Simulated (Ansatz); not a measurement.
C3H7NO2Si, SMILES `CO[SiH](C#N)OC` at its PBE0-D4/def2-TZVP geometry, where that method's forces vanish. The species carries charge 0 and has multiplicity 1.

```xyz
14

C     1.5072   -0.9099    2.0108
O     0.4820   -1.0537    1.0485
Si   -0.1891    0.1481    0.2057
C     1.1501    1.0661   -0.7122
N     1.9725    1.6488   -1.2703
O    -1.1886   -0.5320   -0.8638
C    -1.9073    0.1562   -1.8676
H     2.4096   -0.4804    1.5651
H     1.7435   -1.9018    2.3958
H     1.1852   -0.2775    2.8442
H    -0.8535    1.1583    1.0598
H    -2.5011   -0.5769   -2.4133
H    -1.2290    0.6527   -2.5681
H    -2.5816    0.9020   -1.4349
```

Problem. What forces (eV/Å) does ωB97M-V/def2-TZVPP give on these atoms in Ansatz 0.2.0? (An estimate is asked.)

Solution. Computed: 
```
C1   0.250  0.019  0.236
O2  -0.149 -0.053 -0.136
Si3 -0.153  0.108  0.162
C4   0.222  0.147 -0.153
N5  -0.151 -0.105  0.103
O6   0.092 -0.128  0.135
C7  -0.179  0.153 -0.248
H8  -0.078 -0.034  0.034
H9  -0.015  0.096 -0.029
H10  0.025 -0.053 -0.074
H11  0.079 -0.118 -0.101
H12  0.051  0.075  0.044
H13 -0.053 -0.041  0.061
H14  0.060 -0.065 -0.033
```
